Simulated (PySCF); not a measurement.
Computed IR spectrum (relative IR intensity) of a molecule C2H5ClF2Si. The structure is a stationary point at PBE0-D3(BJ)/def2-SVP. Other conformers were not sampled. Level of theory: PBE0-D3(BJ)/def2-SVP run with PySCF 2.14.0. Frequencies are harmonic and unscaled.

Lines under 2 % of the strongest are left out, and lines within 2 cm⁻¹ are merged.

```tsv
ν (cm⁻¹)	relative intensity
374	5.5
398	2.9
495	5.9
562	25
596	13
853	100
925	7.1
943	26
956	29
1172	43
1203	18
1222	29
1394	15
1448	2.5
2266	29
2289	35
```

Question: Which structure fits?
A. FC(F)C[SiH2]Cl
B. CC[Si](F)(F)Cl
C. F[SiH](F)CCCl
D. CC(F)(F)[SiH2]Cl

Answer: D, CC(F)(F)[SiH2]Cl
